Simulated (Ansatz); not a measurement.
System: C2H8BN2, charge 0, multiplicity 2. SMILES: CCB([NH])N
Geometry from a B3LYP-D3(BJ)/def2-TZVP (Ansatz, a program for electronic structure) optimisation:
```
C
H 1 1.0932
H 1 1.0957 2 106.46
C 1 1.5377 2 109.16 3 118.34
H 4 1.0910 1 110.99 2 61.97
H 4 1.0921 5 107.44 1 -121.85
H 4 1.0923 5 107.88 6 -115.84
B 1 1.5968 2 110.65 3 -118.16
N 8 1.4062 1 120.31 2 147.81
H 9 1.0052 8 122.60 1 -2.27
H 9 1.0057 10 114.09 8 -177.77
N 8 1.4361 9 121.32 10 -175.50
H 12 1.0185 8 117.50 9 -105.70
```
Charge 0, spin multiplicity 2.

Quantity: atomisation energy, in kcal/mol. Set-up: valence correlation only; six Cartesian d functions in 6-31G* and its kin unless marked 5d; 6-311+G** with 5d; atomisation electronic, to ground-state atoms; UHF or UKS for open shells; no spin-orbit coupling; LANL2DZ all-electron up to Ne; non-relativistic. CBS(X,Y): correlation extrapolated as X^-3; Hartree-Fock from the larger set. First-principles rows: single points at B3LYP-D3(BJ) geometries (Ansatz).

Coupled cluster (Ansatz) is a level with limits of its own, used here on species with T1 under 0.025 (0.045 for open shells) and stable references: CCSD(T)/CBS(cc-pVTZ,cc-pVQZ).

Value to compare with, CCSD(T)/CBS(cc-pVTZ,cc-pVQZ) (Ansatz): 1177.9 kcal/mol.

```tsv
level	program	atomisation energy (kcal/mol)	difference
HF/STO-3G	Ansatz	1035.6	-142.3
HF/3-21G	Ansatz	818.8	-359.1
HF/LANL2DZ	Ansatz	810.9	-367.0
HF/6-31G*	Ansatz	857.8	-320.1
HF/6-311+G**	Ansatz	860.1	-317.8
```

Among the 5 habitual levels, HF/LANL2DZ lies farthest from CCSD(T)/CBS(cc-pVTZ,cc-pVQZ) (Ansatz) (-367.0 kcal/mol) and HF/STO-3G nearest (-142.3); 0 of 5 lie above it, and their mean absolute difference is 301.3 kcal/mol, the median 320.1. One case shows no general order.

The sets are all those run for this method; left out are runs that failed, that the program found above a lower state of the same kind, or whose <S^2> lies over 0.5 above the pure value.
